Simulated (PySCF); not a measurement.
A run for PySCF: R-HF/STO-3G on CH5Al (SMILES [CH3][AlH2]), a point of a torsion scan.

```python
from pyscf import gto, scf, dft, mp
from pyscf.data.elements import chemcore

mol = gto.M(
    atom='''
    C    -0.91422699   -0.05859844    0.00735307
    Al    1.06027844    0.13111820   -0.04896739
    H    -1.40009757    0.48392278   -0.81422886
    H    -1.23817757   -1.10428777   -0.07173356
    H    -1.36130026    0.32540192    0.93284321
    H     1.78949574    1.26751684   -0.81250638
    H     2.04539793   -0.84026804    0.65143139
    ''',
    basis='sto-3g',
    charge=0, spin=0, verbose=3, max_memory=1800)
mf = scf.RHF(mol)
mf.conv_tol = 1e-8
mf.max_cycle = 100
mf.kernel()
if not mf.converged:
    mf = mf.newton().run(mf.mo_coeff, mf.mo_occ)
```

The log:

```
converged SCF energy = -279.32079056383
```

The run converged.

Cost: very roughly 0.29 core-seconds.
